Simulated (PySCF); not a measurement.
Dipole response of Ti (titanium, neutral)

[Ar] 3d3 4s1, high-spin 5F determinant (an excited configuration). All numbers are calculated (PySCF 2.14, the spin-free X2C one-electron Hamiltonian (Gaussian nucleus), in aug-cc-pVDZ-DK (7s6p4d2f, 59 functions)). Coupled (time-dependent) response in atomic units; α is the mean over directions. A double-zeta set is small for polarisabilities.

| method | mean α (bohr³) | C₆ (like pair) | S(−4) |
| --- | --- | --- | --- |
| B3LYP | 110.8 | 1061 | 12240 |

S(−4) is the Cauchy moment in α(ω) = α(0) + S(−4) ω² + …

α(iu) at B3LYP:

| u (hartree) | α(iu) (bohr³) |
| --- | --- |
| 0 | 110.8 |
| 0.0500 | 89.05 |
| 0.100 | 60.13 |
| 0.200 | 29.99 |
| 0.300 | 18.28 |
| 0.500 | 9.458 |
| 0.750 | 5.610 |
| 1.00 | 3.896 |
| 1.50 | 2.295 |
| 2.00 | 1.525 |
| 3.00 | 0.8016 |
| 5.00 | 0.3251 |

A single London oscillator, α(iu) = α/(1 + u²/ω²), gives C₆ = (3/4) ω α². Matching the computed C₆ needs ω = 4 × 1061 / (3 × 110.8²) = 0.115 hartree.
